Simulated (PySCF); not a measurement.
# Vertical excitation energies

Compound: C6H11P.
Atom-mapped SMILES: `[CH3:1][C:2]1=[CH:3][P:4]([CH3:5])[CH2:6][CH2:7]1` (hydrogens: H8, H9, H10 on C1; H11 on C3; H12, H13, H14 on C5; H15, H16 on C6; H17, H18 on C7)

Level of theory: TDDFT CAM-B3LYP/def2-SVPD, vertical, gas phase, core orbitals frozen in the response in PySCF. One conformer (not necessarily the lowest) at the GFN2-xTB geometry, without solvent, vibrations or thermal averaging.

**Question.** What does the calculation give for the low-lying excited states?

**Answer.** 

```csv
state,E (eV),ν̃ (cm⁻¹),f,"main configurations (H = HOMO, L = LUMO)"
S1,5.48,44230,0.122,"H→L (83%), H→L+1 (9%)"
S2,6.18,49850,0.015,"H→L+1 (71%), H→L (8%)"
S3,6.35,51220,0.039,"H→L+2 (63%), H→L+5 (9%)"
S4,6.74,54370,0.133,H-1→L (75%)
S5,6.95,56070,0.021,"H→L+3 (58%), H-1→L+1 (9%)"
S6,7.05,56840,0.078,"H→L+5 (40%), H-1→L+1 (20%), H→L+4 (17%)"
S7,7.26,58540,0.015,"H→L+4 (56%), H→L+3 (9%), H-1→L+1 (8%)"
S8,7.41,59800,0.0018,"H-1→L+1 (41%), H→L+5 (12%), H→L+6 (10%)"
```

Triplets (Tamm–Dancoff): T1 4.09 eV, H→L (48%), H-1→L (20%); T2 5.23 eV, H→L+2 (31%), H→L+5 (22%), H→L+3 (11%); T3 5.30 eV, H-1→L (35%), H→L (25%).

The lowest singlet comes at 226 nm (529 kJ/mol) in the ultraviolet; it is of moderate strength; its leading configuration is HOMO→LUMO (83%). The strongest level in the table is S4 at 6.74 eV (184 nm, f = 0.133). Löwdin shares by element: HOMO phosphorus 47%, carbon 35% or more (atoms not listed hold the other 18%); LUMO carbon 49% or more, phosphorus 9% (atoms not listed hold the other 42%). Weighted by f, the mean energy of these states is 6.41 eV. The listed states span 1.93 eV, and the widest gap between neighbours is 0.70 eV (S1 to S2). Orbital energies (eV): HOMO-3 -10.58, HOMO-2 -10.22, HOMO-1 -8.70, HOMO -7.48, LUMO 1.06, LUMO+1 1.29, LUMO+2 1.84. Singlets were solved by full linear response, triplets in the Tamm–Dancoff approximation.

Rough CPU time on one thread of a shared machine: about 1.7 min.
